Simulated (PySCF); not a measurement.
Electronic structure of Cu⁺ (copper, charge +1) at the UHF level

Configuration: [Ar] 3d10, closed-shell 1S. Calculation: PySCF 2.14, in cc-pVDZ-PP with ECP10MDF; a scalar-relativistic core potential.

```json
{
  "Total energy": "-195.921911 hartree",
  "One-electron energy": "-350.3408 hartree",
  "Hartree (Coulomb) energy": "172.3118 hartree",
  "Exchange energy": "-17.8930 hartree",
  "⟨S²⟩": "0.0000",
  "⟨L²⟩": "0.000",
  "Sum of ⟨r⟩": "15.81 bohr",
  "Sum of ⟨r²⟩": "18.02 bohr²",
  "Time after the integrals": "0.1 s of wall time on 1 thread of Neoverse-V1 (shared host)"
}
```

```csv
shell,electrons,mean orbital energy (eV),"rms radius, mean of both spins (bohr)"
3s,2,-150.59,0.768
3p,6,-101.78,0.818
3d,10,-21.746,1.13
```

Energies and moments cover only the electrons outside the core potential.
